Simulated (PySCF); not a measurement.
Input file for PySCF: R-BP86/6-31G* on CH6BNO (SMILES CNBO), a point of a torsion scan.

```python
from pyscf import gto, scf, dft, mp
from pyscf.data.elements import chemcore

mol = gto.M(
    atom='''
    C    -1.20778229    0.57225138    0.03819689
    N    -0.38136141   -0.61362470    0.06074719
    B     0.99768980   -0.64868286    0.25862487
    O     1.65537747    0.53027187    0.45166944
    H    -0.56693648    1.43421753    0.20254496
    H    -1.96718849    0.53685275    0.82507043
    H    -1.71227856    0.68124098   -0.92652788
    H    -0.90033882   -1.46441134   -0.08497241
    H     1.54818788   -1.69293035    0.25264016
    H     2.59643968    0.44356780    0.58157884
    ''',
    basis='6-31g*',
    cart=True,
    charge=0, spin=0, verbose=3, max_memory=1800)
mf = dft.RKS(mol, xc='b88,p86')
mf.conv_tol = 1e-8
mf.max_cycle = 100
mf.kernel()
if not mf.converged:
    mf = mf.newton().run(mf.mo_coeff, mf.mo_occ)
```

Program output:

```
converged SCF energy = -196.608310396349
```

The run converged.

Cost: roughly 8 core-seconds.
